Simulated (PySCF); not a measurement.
C₃H₇FSi₂, SMILES C[SiH2]C#C[SiH2]F. Heavy atoms are numbered as in [SiH2:1]([F:2])[C:3]#[C:4][SiH2:5][CH3:6]. Hydrogens are named by the atom that carries them.

The structure is a stationary point at B3LYP-D3(BJ)/def2-SVP. The structure was generated by enumeration, and PubChem lists no compound with its InChIKey, so it may never have been made.

Level of theory: PySCF with PBE/pcSseg-1.

GIAO shieldings, no solvent; atoms alike by connectivity are averaged. δ = σ(ref) − σ: ²⁹Si against TMS (σ = 335.4 ppm); ¹⁹F against CFCl3 (σ = 133.6 ppm); ¹³C against TMS (σ = 182.0 ppm); ¹H against TMS (σ = 31.49 ppm), references at their B3LYP-D3(BJ)/def2-TZVP geometries, non-relativistic.

Computed chemical shifts:
```csv
nucleus,atoms,count,δ (ppm)
²⁹Si,Si1 (SiH2),1,-32.4
²⁹Si,Si5 (SiH2),1,-69.0
¹⁹F,F2,1,-242.0
¹³C,C4,1,120.5
¹³C,C3,1,115.3
¹³C,C6 (CH3),1,-3.9
¹H,H on Si1,2,5.53
¹H,H on Si5,2,4.71
¹H,H on C6,3,0.70
```
